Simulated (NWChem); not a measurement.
Molecule: C$_{2}$H$_{6}$ClFSi; SMILES F[C@H]([SiH3])CCl

```xyz
11

F     -1.5536    -0.3476     0.1039
C     -0.2371    -0.3834    -0.3207
Si     0.4087    -2.1655    -0.0296
C      0.5640     0.6666     0.4025
Cl     0.0239     2.3252     0.0064
H     -0.2229    -0.1639    -1.4043
H      1.7918    -2.2914    -0.5824
H     -0.5054    -3.1154    -0.7239
H      0.4262    -2.4489     1.4357
H      1.6268     0.5927     0.1301
H      0.4670     0.5478     1.4910
```
Atoms are numbered in this order, from 1.

Program: NWChem. Pople sets run with spherical d functions. STO-3G and 3-21G are far too small for this property and stand as cheap habits. All runs use the structure optimised with PBE0/def2-SVP. GIAO values for the isolated, static molecule; σ is the absolute isotropic shielding, δ = σ(reference) − σ with the isolated reference molecule computed at the same levels (13C: tetramethylsilane, 19F: trichlorofluoromethane, 1H: tetramethylsilane, 29Si: tetramethylsilane).

```csv
level,δ F1 (ppm),δ C2 (ppm),δ Si3 (ppm),δ C4 (ppm),σ Cl5 (ppm),δ H10 (ppm),δ H11 (ppm)
Hartree-Fock/6-31G*,-192.2,73.7,-39.7,43.3,931.2,2.93,3.64
B3LYP/6-31G*,-223.1,81.7,-37.0,48.6,846.8,3.22,3.71
Hartree-Fock/STO-3G,…,…,…,…,…,…,…
```

**Question.** Fill in the missing entries.

**Answer.** 
- Hartree-Fock/STO-3G, δ F1 (ppm): -90.7
- Hartree-Fock/STO-3G, δ C2 (ppm): 52.4
- Hartree-Fock/STO-3G, δ Si3 (ppm): -60.8
- Hartree-Fock/STO-3G, δ C4 (ppm): 45.0
- Hartree-Fock/STO-3G, σ Cl5 (ppm): 1054.1
- Hartree-Fock/STO-3G, δ H10 (ppm): 2.07
- Hartree-Fock/STO-3G, δ H11 (ppm): 2.40
